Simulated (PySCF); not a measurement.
Species: `CCNc1ccccc1`. The columns A, B, C and D hold Mulliken, IAO, Hirshfeld and ESP-fitted charges (e) of one PBE0/pcSseg-1 density (PySCF), in a shuffled order. Coordinates in Å (GFN2-xTB); the density's dipole moment is (1.96, 0.20, -0.59) D.

| atom | x | y | z | A | B | C | D |
| --- | --- | --- | --- | --- | --- | --- | --- |
| C1 | 3.319 | -0.283 | -0.236 | -0.280 | -0.439 | -0.421 | -0.115 |
| C2 | 1.984 | 0.186 | 0.322 | -0.071 | +0.372 | -0.140 | -0.015 |
| N3 | 0.900 | -0.463 | -0.378 | -0.542 | -0.672 | -0.343 | -0.123 |
| C4 | -0.423 | -0.161 | -0.152 | +0.160 | +0.425 | +0.118 | +0.049 |
| C5 | -0.858 | 0.491 | 1.004 | -0.117 | -0.267 | -0.216 | -0.081 |
| C6 | -2.205 | 0.718 | 1.214 | -0.067 | -0.108 | -0.139 | -0.052 |
| C7 | -3.147 | 0.311 | 0.285 | -0.095 | -0.280 | -0.192 | -0.076 |
| C8 | -2.725 | -0.334 | -0.867 | -0.076 | -0.029 | -0.142 | -0.053 |
| C9 | -1.384 | -0.566 | -1.085 | -0.106 | -0.401 | -0.202 | -0.079 |
| H10 | 4.137 | 0.172 | 0.316 | +0.124 | +0.108 | +0.151 | +0.050 |
| H11 | 3.403 | -1.364 | -0.155 | +0.121 | +0.114 | +0.147 | +0.043 |
| H12 | 3.415 | -0.003 | -1.284 | +0.113 | +0.121 | +0.137 | +0.042 |
| H13 | 1.921 | -0.078 | 1.384 | +0.129 | +0.022 | +0.138 | +0.041 |
| H14 | 1.913 | 1.283 | 0.241 | +0.114 | -0.029 | +0.120 | +0.032 |
| H15 | 1.113 | -0.717 | -1.332 | +0.181 | +0.334 | +0.253 | +0.120 |
| H16 | -0.144 | 0.821 | 1.742 | +0.088 | +0.120 | +0.144 | +0.039 |
| H17 | -2.521 | 1.223 | 2.116 | +0.083 | +0.148 | +0.150 | +0.048 |
| H18 | -4.197 | 0.495 | 0.453 | +0.080 | +0.157 | +0.147 | +0.043 |
| H19 | -3.448 | -0.653 | -1.604 | +0.084 | +0.129 | +0.150 | +0.048 |
| H20 | -1.058 | -1.069 | -1.986 | +0.078 | +0.175 | +0.139 | +0.041 |

Q: Which column most likely holds the ESP-fitted charges?

A: B. Σ q r misses the density's dipole by 0.03 D (B), 0.21 D (C), 0.38 D (D), 1.31 D (A). Charges fitted to the outside potential are the only set here that is tied to the molecule's multipoles.

Q: And the Hirshfeld charges?

A: D. The mean sizes are 0.059 e (D), 0.135 e (A), 0.180 e (C), 0.223 e (B), and Hirshfeld charges are commonly the smallest of these schemes.

As computed, A = Mulliken, B = ESP-fitted, C = IAO, D = Hirshfeld. Hydrogens on carbon: Mulliken +0.08 to +0.13, ESP-fitted -0.03 to +0.18, IAO +0.12 to +0.15, Hirshfeld +0.03 to +0.05 e.

The IAO scheme counts the electrons in orthogonalised intrinsic atomic orbitals, a minimal basis polarised so that it spans the occupied orbitals exactly. The ESP scheme is a least-squares fit of atom-centred charges to the potential on four shells outside the van der Waals surface, with the total charge fixed.

One conformer (not necessarily the lowest) at the GFN2-xTB geometry, without solvent, vibrations or thermal averaging.

Shape of the structure used: `[CH3:1][CH2:2][NH:3][c:4]1[cH:5][cH:6][cH:7][cH:8][cH:9]1`: C1–C2–N3–C4 -175°, C2–N3–C4–C5 -19°.
